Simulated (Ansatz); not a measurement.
Stretching the Si1–N2 bond in SiN (multiplicity 2 held). Energies count from the point at 1.567 Å.


R- and RO- levels are restricted; in cc, def2 and unpolarised 6-31G sets they are followed outwards from rest. U- levels take the lowest unrestricted solution at each point, which mixes spins at long bonds. Curves can end on different states.

Correlated levels freeze the cores.

Codes used: Ansatz (an electronic-structure program). 

Energies in kcal/mol.

```csv
R (Å),RO-HF/cc-pV(D+d)Z,U-HF/cc-pV(D+d)Z,U-MP2/cc-pV(D+d)Z,U-SCS-MP2/cc-pV(D+d)Z
1.254,133.1,99.8,96.5,97.1
1.411,29.4,19.8,10.6,12.1
1.567,0.0,0.0,0.0,0.0
1.724,5.6,-3.7,7.7,7.5
1.881,26.3,2.3,18.9,18.4
2.116,65.7,17.1,38.2,37.4
2.351,104.7,24.1,64.7,65.6
2.743,160.2,24.8,68.3,68.4
3.135,202.9,24.4,68.7,68.5
3.605,241.0,24.2,69.1,68.7
4.232,276.0,24.3,69.4,69.0
5.016,302.8,24.4,69.6,69.2
6.270,323.5,24.4,69.7,69.2
```

Doubts at one or more of the structures used: a restricted determinant that unrestricted orbitals would lower (RO-HF/cc-pV(D+d)Z); a spin-contaminated determinant (U-HF/cc-pV(D+d)Z, U-MP2/cc-pV(D+d)Z, U-SCS-MP2/cc-pV(D+d)Z).
